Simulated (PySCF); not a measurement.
This PySCF input asks for the NMR shieldings of `C/C(BF)=C/C=C/[SiH3]`, C₅H₁₀BFSi; the geometry comes from GFN2-xTB.

```python
import basis_set_exchange as bse
import numpy as np
from pyscf import gto, dft
from pyscf.prop import nmr

atoms = """
C    -2.956339   -0.193264   -0.696064
C    -1.689650    0.072037    0.073714
B    -1.858048    0.641819    1.506804
F    -3.088809    0.850485    1.947847
C    -0.502977   -0.197094   -0.520138
C     0.804975   -0.012542    0.042418
C     1.936242   -0.290688   -0.621350
Si    3.669328   -0.068350    0.061916
H    -2.752736   -0.623466   -1.674570
H    -3.513615    0.734131   -0.826599
H    -3.595590   -0.873684   -0.134876
H    -1.004399    0.913896    2.264972
H    -0.506478   -0.596472   -1.531342
H     0.856610    0.369628    1.050673
H     1.842278   -0.671874   -1.633082
H     4.407644   -1.321955   -0.117586
H     3.598277    0.276246    1.481457
H     4.344528    0.997464   -0.685852
"""
names = dict.fromkeys(["C", "B", "F", "Si", "H"], "pcSseg-1")
basis = {el: gto.basis.parse(bse.get_basis(n, elements=[el], fmt="nwchem")) for el, n in names.items()}
mol = gto.M(atom=atoms, basis=basis, charge=0, verbose=0)
mf = dft.RKS(mol, xc="PBE0")
mf.grids.level = 2
mf.grids.alignment = dft.numint.BLKSIZE   # the property module wants whole blocks of grid points
mf.conv_tol = 1e-9
mf.kernel()

calc = nmr.RKS(mf)   # GIAO
C = mf.mo_coeff
Co = C[:, mf.mo_occ > 0]
resp = mf.gen_response(singlet=True, hermi=2)
def vind(x):   # induced exchange potential for any number of trial vectors
    d = np.einsum("pi,xij,qj->xpq", C, 2 * x.reshape(-1, C.shape[1], Co.shape[1]), Co, optimize=True)
    return np.einsum("xpq,pi,qj->xij", resp(d - d.transpose(0, 2, 1)), C, Co, optimize=True).ravel()
mo1, _ = nmr.rhf.solve_mo1(calc, with_cphf=vind)
sigma = calc.kernel(mo1)
for i, s in enumerate(sigma):   # ppm
    print("%2d %-2s %9.2f" % (i, mol.atom_pure_symbol(i), np.trace(s) / 3))
```

Question: Give the expected output.

Answer: 
```
 0 C     161.64
 1 C      38.77
 2 B      55.44
 3 F     198.80
 4 C      20.43
 5 C      33.49
 6 C      47.99
 7 Si    423.04
 8 H      30.16
 9 H      29.45
10 H      29.42
11 H      26.00
12 H      24.41
13 H      23.81
14 H      25.41
15 H      27.39
16 H      27.58
17 H      27.35
```

These numbers come from an equivalent density-fitted implementation of the same equations, which agrees with the script to about 0.01 ppm for H and up to a few tenths of a ppm for heavy atoms, so last digits may differ.

Size and cost of the density-fitted run: 193 basis functions, 87 s wall time on 1 thread of an AMD EPYC, shared host; peak memory 0.9 GiB.
